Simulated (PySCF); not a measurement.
**Energy of Sc (scandium, neutral) between two integer charges**

The 4s beta orbital of [Ar] 3d1 4s2 is emptied in steps (occupation f), with all orbitals relaxed, ending at [Ar] 3d1 4s1. Computed with PySCF 2.14 in aug-cc-pVDZ, with no relativity, point nucleus. The exact energy is a straight line in f; departures are measured from the line between the end points of the same method.

```
  f  PBE0 (eV)  r2SCAN (eV)
  1      0.000        0.000
0.8     -0.263       -0.328
0.6     -0.387       -0.476
0.4     -0.370       -0.444
0.2     -0.225       -0.253
  0      0.000        0.000
```

```json
{"method": "PBE0", "E(f=0) − E(f=1) (eV)": "6.220", "−ε at f=1 (eV)": "4.558", "−ε at f=0.4 (eV)": "6.644"}
{"method": "r2SCAN", "E(f=0) − E(f=1) (eV)": "6.026", "−ε at f=1 (eV)": "3.936", "−ε at f=0.4 (eV)": "6.621"}
```

Orbital energy along the path (eV):

```
  f    PBE0  r2SCAN
  1  -4.558  -3.936
0.8  -5.252  -4.835
0.6  -5.954  -5.740
0.4  -6.644  -6.621
0.2  -7.201  -7.264
  0  -7.192  -6.950
```

As f goes to zero the orbital energy of a semilocal functional can turn back, because the density of that orbital vanishes from the exchange-correlation potential.

Reference removal energy between the ground levels: 6.561 eV (measured; NIST Atomic Spectra Database, ionization energies). The calculation has no spin-orbit coupling.
